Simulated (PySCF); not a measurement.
**Adding and removing an electron: KSb**

ROHF-MP2; PySCF, spin-free X2C with a Gaussian nucleus, basis sets K x2c-SVPall, Sb x2c-SVPall. Neutral (ROHF): triplet (π ↑↑), Re = 3.368 Å, ωe = 147 cm⁻¹, De = 0.67 eV.

KSb⁺ (UHF): quartet (σ ↑, π ↑↑), Re = 3.863 Å, ωe = 66.8 cm⁻¹, De = 0.22 eV to K⁺ + Sb. The energies at the minima are -7078.75202 hartree for KSb and -7078.58390 for KSb⁺.

Problem. Work out the adiabatic ionisation energy, without and with harmonic zero-point energies (1 hartree = 27.2114 eV, 1 eV = 8065.5 cm⁻¹), and the change of the bond length.

Solution. At MP2: 0.16812 hartree = 4.575 eV between the minima; the zero-point term (66.8 − 147.0)/2 cm⁻¹ = -0.005 eV makes it 4.570 eV. Re changes by +49.5 pm against the neutral. The electron leaves a σ orbital, and the ion is left as a loose complex of an ion and an atom.

Correlated steps freeze 23 core orbitals. UHF and ROHF references stand side by side, which adds small steps between rows. Weak bonds: KSb⁺. Basis-set superposition, not corrected here, can be much of De in a small basis, most of all at correlated wavefunction levels. Spin–orbit coupling is left out, which matters for elements this heavy, above all for dissociation energies. For an ion De counts to the pair picked by the measured ionisation energies or electron affinities, which need not be the lowest pair at this level. States were picked by a PBE0 search and need not be the measured ground states.

Neutral and ion stand on different kinds of reference determinant, which adds to the error of the difference.
